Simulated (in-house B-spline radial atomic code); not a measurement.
Values are calculated unless marked as measured or tabulated.
# Two electrons in Ge: a Gaussian well −V exp(−r²/w²) with V = 165 meV and w = 24.5 nm

For Ge the NSM archive of the Ioffe Institute lists m_l = 1.6 m0, m_t = 0.08 m0 and ε = 16.2; the model takes one isotropic valley with the conductivity mass 3/(1/m_l + 2/m_t) = 0.117 m0, and so misses anisotropy and the other valleys. All triplets below are those of one valley; with several valleys two electrons can form a triplet in the 1s orbital itself, at an energy set by the valley splitting.

Effective-mass model with parabolic bands, a uniform dielectric constant, no image charges, no central-cell or spin-orbit terms. Two-electron levels come from full CI in B-splines with partial waves to l = 5 (up to 0.001 effective hartree above the limit).

(1) What are the effective units, and what is the potential in them?

In these units the lowest s and p orbitals lie at -11.3493 and -9.9074, and their Coulomb and exchange integrals are J_ss = 0.9612, J_sp = 0.7916 and K_sp = 0.1562. Full CI gives -21.8078 for the ground singlet, -20.6389 for the sp triplet, -20.3791 for the sp singlet and -19.3307 for the lowest triplet of two s orbitals.

(2) What does it cost to add the second electron, to first order and exactly?

(3) How far above the singlet do the triplets lie?

## Answers

(1) Ha* = 27211.386 meV × 0.117/16.2² = 12.13 meV and a* = 0.0529177 nm × 16.2/0.117 = 7.327 nm. V = 13.6 Ha* and w = 3.35 a*.

(2) To first order E = 2ε_s + J_ss = -21.7375, so the charging energy E(2) − 2E(1) is J_ss = 11.66 meV. CI gives -21.8078 − 2 × (-11.3493) = 0.8908, or 10.81 meV: relaxation and correlation lower it by 0.8536 meV, 7.3 % of J_ss. The s² configuration of one-electron orbitals holds 98.1 % of the state, and the mean radius is 7.28 nm. The second electron is bound by ε_s − E = 126.9 meV, against 137.7 meV for the first.

(3) To first order the sp triplet lies at ε_s + ε_p + J_sp − K_sp = -20.6213, which is 13.54 meV above 2ε_s + J_ss. CI gives -20.6389 − (-21.8078) = 1.1689, or 14.18 meV, 81 % of the orbital spacing of 17.49 meV. The ss triplet lies 30.05 meV up, so the lower of the two is the sp one, and its gap equals k_BT at 165 K. The sp singlet-triplet splitting is 3.152 meV, against 2K_sp = 3.79 meV.
